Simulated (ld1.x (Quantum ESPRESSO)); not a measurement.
**Transferability test, ultrasoft potential for P**

P (Z = 15), ultrasoft, made with ld1.x (Quantum ESPRESSO) 7.5 (PBE, scalar-relativistic). Core [Ne], reference 3s2 3p1 (charge +2). Waves: 3s (bound): rcut 1.20, rcutus 1.50 bohr; 3s channel at -2 Ry: rcut 1.20, rcutus 1.50 bohr; 3p (bound): rcut 1.15, rcutus 1.40 bohr; 3p channel at -0.65 Ry: rcut 1.15, rcutus 1.40 bohr; 3d channel at -0.15 Ry: rcut 0.75, rcutus 1.05 bohr; 3d channel at 0.35 Ry: rcut 0.75, rcutus 1.05 bohr. Local part: all-electron potential smoothed inside 0.90 bohr (lloc = -1). Core correction: Bessel-smoothed model core inside 0.65 bohr. Augmentation charge: built from norm-conserving waves at rcut, not smoothed further.

Energies are relative to the spin-unpolarised reference configuration 3s2 3p1; without spin polarisation the order of configurations can differ from experiment.

```json
{"valence configuration": "3s2 3p3", "charge": "0", "ΔE all-electron (eV)": "-28.877", "error AE − PS (meV)": "+7.1"}
{"valence configuration": "3s2 3p0", "charge": "+3", "ΔE all-electron (eV)": "29.739", "error AE − PS (meV)": "+2.9"}
{"valence configuration": "3s2 3p2.5", "charge": "+0.5", "ΔE all-electron (eV)": "-25.102", "error AE − PS (meV)": "+5.4"}
{"valence configuration": "3s1 3p4", "charge": "0", "ΔE all-electron (eV)": "-20.342", "error AE − PS (meV)": "+7.9"}
{"valence configuration": "3s1 3p0", "charge": "+4", "ΔE all-electron (eV)": "81.744", "error AE − PS (meV)": "+13"}
```

(1) What are ΔE and the potential's error for 3s0 3p5?

(2) What are ΔE and the potential's error for 3s2 3p2?

Levels in the configuration 3s2 3p2.5:

| level | all-electron (eV) | pseudo (eV) |
| --- | --- | --- |
| 3s | -18.429 | -18.432 |
| 3p | -9.665 | -9.668 |

Results:

(1) ΔE = -11.676 eV all-electron; the error (AE − PS) is +9.0 meV.

(2) ΔE = -19.147 eV all-electron; the error (AE − PS) is +3.3 meV.
